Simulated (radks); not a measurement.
Values are calculated unless marked as measured or tabulated.
Species: C. Configuration: [He] 2s2 2p2 (the NIST ground configuration).

Code: a radial shooting solver on a logarithmic mesh with Libxc functionals. Model: Dirac Kohn-Sham, PBE, spin-unpolarised, spherical densities, finite nucleus; open shells fill j = l - 1/2 first; Fermi nuclear charge, rms radius 2.4702 fm.

Energy parts (eV):
part                     energy
total                 -1027.644
kinetic                1024.993
electron-nucleus      -2396.035
Hartree                 481.583
exchange-correlation   -138.186

Orbitals (lengths in bohr, moments of r in powers of bohr; r(90%) holds 90 % of the orbital's charge):
orbital	occ.	eigenvalue (eV)	r(90%)
1s1/2	2	-273.3628	0.486
2s1/2	2	-13.7467	2.52
2p1/2	2	-5.2876	3.13
2p3/2	0	-5.2788	3.13

The highest occupied level is 2p1/2 at -5.288 eV. Summed over all electrons, <r^2> = 14.69 bohr^2, which gives a Langevin (diamagnetic) susceptibility term of -11.6 x 10^-6 cm^3/mol. For comparison, the ionisation energy in NIST's Atomic Spectra Database is 11.260 eV (measured). In exact Kohn-Sham theory the highest level is minus the ionisation energy, but local and semilocal functionals leave it too shallow, through self-interaction and a potential that decays too fast; potentials with the right tail come closer.

Beside tabulated values, note that spin-unpolarised runs miss the spin-polarisation part of the exchange energy of open shells.
